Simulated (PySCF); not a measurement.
# Where the electron goes

Compound: C3H12N2Si.
Numbering: `[CH3:1][CH2:2][CH2:3][SiH:4]([NH2:5])[NH2:6]` (hydrogens: H7, H8, H9 on C1; H10, H11 on C2; H12, H13 on C3; H14 on Si4; H15, H16 on N5; H17, H18 on N6)

Structure used (GFN2-xTB), in Å, numbered top down from 1:
```
atom  x, y, z in Å
C1     2.761   -0.302   -0.152
C2     1.367    0.200   -0.511
C3     0.274   -0.539    0.255
Si4   -1.492   -0.014   -0.233
N5    -1.655    1.645    0.219
N6    -2.800   -0.774    0.603
H7     2.859   -1.359   -0.395
H8     3.523    0.248   -0.700
H9     2.947   -0.178    0.913
H10    1.303    1.267   -0.289
H11    1.206    0.077   -1.585
H12    0.391   -1.611    0.079
H13    0.433   -0.386    1.324
H14   -1.725   -0.353   -1.647
H15   -0.974    2.299   -0.131
H16   -2.575    2.048    0.152
H17   -2.971   -0.488    1.553
H18   -2.881   -1.775    0.533
```

The calculation used TDDFT PBE0/def2-SVPD, vertical, gas phase, core orbitals frozen in the response in PySCF 2.14.0, density-fitted response routines.

Kohn–Sham orbitals with the atoms that hold most of them (Löwdin shares over 4%, at most four atoms; ? is withheld):

```json
{"orbital": "HOMO-3", "ε (eV)": "-9.25", "atoms": "C2 26%, C3 16%, C1 11%, H10 11%"}
{"orbital": "HOMO-2", "ε (eV)": "-8.84", "atoms": "C3 21%, N6 17%, Si4 15%, N5 10%"}
{"orbital": "HOMO-1", "ε (eV)": "-7.37", "atoms": "?"}
{"orbital": "HOMO", "ε (eV)": "-7.00", "atoms": "N6 40%, C3 15%, Si4 14%, H14 6%"}
{"orbital": "LUMO", "ε (eV)": "0.62", "atoms": "?"}
{"orbital": "LUMO+1", "ε (eV)": "0.91", "atoms": "Si4 15%, H18 12%, N6 11%, H14 10%"}
{"orbital": "LUMO+2", "ε (eV)": "1.10", "atoms": "C1 23%, H7 9%, H9 7%, H8 7%"}
```

Question: Give the leading atoms of the HOMO-1.

Answer: N5 (bonded to Si and 2 H) 56%; N6 (bonded to Si and 2 H) 15%; Si4 (bonded to C, 2 N and H) 11%; H15 (bonded to N) 5%. By element: nitrogen 71%, silicon 11%, hydrogen 5% or more.

Question: Which atoms hold the LUMO, and with what shares?

Answer: Si4 (bonded to C, 2 N and H) 28%; H15 (bonded to N) 10%; H16 (bonded to N) 9%; N5 (bonded to Si and 2 H) 8%. By element: silicon 28%, hydrogen 19% or more, nitrogen 8% or more.

Question: The HOMO–LUMO gap is 7.63 eV. Where does the response calculation put the lowest singlet, and from which orbitals?

Answer: S1 is at 6.46 eV (f = 0.048), 1.17 eV below the gap, made of HOMO→LUMO (64%), HOMO→LUMO+1 (28%). Without the coupling terms of the response equations the lowest excitation would equal the gap.

Next come S2 at 6.58 eV (f 0.012), HOMO-1→LUMO (39%), HOMO→LUMO+1 (35%), HOMO→LUMO (17%); S3 at 6.80 eV (f 0.0076), HOMO-1→LUMO (45%), HOMO→LUMO+1 (32%), HOMO→LUMO (12%); S4 at 7.12 eV (f 0.021), HOMO→LUMO+2 (69%), HOMO-1→LUMO+1 (16%); S5 at 7.18 eV (f 0.037), HOMO-1→LUMO+1 (72%), HOMO→LUMO+2 (19%).

One conformer stands for the species.

Without π bonds the low states may be Rydberg-like; a valence basis with one diffuse set may place them up to an eV too high.
